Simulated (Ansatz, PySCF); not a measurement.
Reaction (SMILES): [SiH3]N[SiH3] → [SiH3] (SiH3) + [NH][SiH3] (the N-Si bond at the site shown breaks; other sites are not compared here)
Geometries: B3LYP-D3(BJ)/def2-TZVP minima from Ansatz (a program for electronic structure). Frequencies are from Ansatz or PySCF.
Geometry of the first species:
```
N
H 1 1.0119
Si 1 1.7300 2 115.20
Si 1 1.7300 2 115.20 3 -175.84
H 3 1.4786 1 107.45 2 171.58
H 4 1.4786 1 107.45 2 -171.58
H 3 1.4834 5 110.01 1 120.46
H 4 1.4834 6 110.01 1 -120.46
H 3 1.4851 5 108.83 7 117.17
H 4 1.4851 6 108.83 8 -117.17
```
Charge 0, spin multiplicity 1.

Wanted: bond dissociation energy (enthalpy at 298 K, with B3LYP-D3(BJ) rigid-rotor harmonic-oscillator terms), in eV. Valence correlation only, unless marked. UHF or UKS for open shells. No spin-orbit coupling. Non-relativistic. Basis-set limits of correlation are two-point, X^-3; Hartree-Fock from the larger set. The bracket is a focal-point correction in the basis named.

RI-MP2/CBS(aug-cc-pV(T+d)Z,aug-cc-pV(Q+d)Z)+[CCSD(T)-MP2]/aug-cc-pV(T+d)Z (Ansatz) gives 4.76 eV.

Question: Another calculation gave 4.17 eV. Which level was it?
A) LC-wPBE/def2-TZVPD (Ansatz)
B) BLYP/def2-TZVPD (Ansatz)
C) PBE-QIDH/def2-TZVPD (Ansatz)
D) PBE/def2-TZVPD (Ansatz)

Answer: B, BLYP/def2-TZVPD (Ansatz). The others give 4.35 (PBE), 4.51 (LC-wPBE), 4.67 (PBE-QIDH) eV.
